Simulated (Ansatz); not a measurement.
A calculation with Ansatz (development build ahead of 0.2.0).

```yaml
crystal:
  periodic: [false, false, false]
  atoms:
    - { symbol: H, position_ang: [2.16971, -0.06159, 0.53598] }
    - { symbol: H, position_ang: [2.37402, -0.06401, -0.21664] }
    - { symbol: H, position_ang: [0.12144, 2.15211, 0.25593] }
    - { symbol: H, position_ang: [-0.01237, 2.19435, -0.55753] }
    - { symbol: H, position_ang: [-2.43319, 0.05984, 0.28418] }
    - { symbol: H, position_ang: [-2.14636, 0.15851, -0.40647] }
    - { symbol: H, position_ang: [0.11297, -2.30867, 0.52852] }
    - { symbol: H, position_ang: [0.07517, -2.43858, -0.42858] }
basis:
  gaussian: { orbitals: def2-SVP }
hamiltonian:
  xc: hf
output:
  forces: true
```

The input is written out in the form of the current development build from the run's settings.

The run gave:

| Item | Value |
| --- | --- |
| Converged | yes |
| Total energy | -4.48676 hartree |

Forces (eV/Å):
| atom | Fx | Fy | Fz |
| --- | --- | --- | --- |
| H1 | 0.338 | -0.003 | -1.151 |
| H2 | -0.290 | 0.007 | 1.156 |
| H3 | -0.398 | 0.146 | -2.425 |
| H4 | 0.402 | -0.099 | 2.418 |
| H5 | 0.095 | 0.034 | -0.281 |
| H6 | -0.132 | -0.047 | 0.284 |
| H7 | -0.191 | -0.645 | -4.610 |
| H8 | 0.175 | 0.607 | 4.609 |

Caution: stretched shape with no unrestricted run beside it, a lower state can exist.
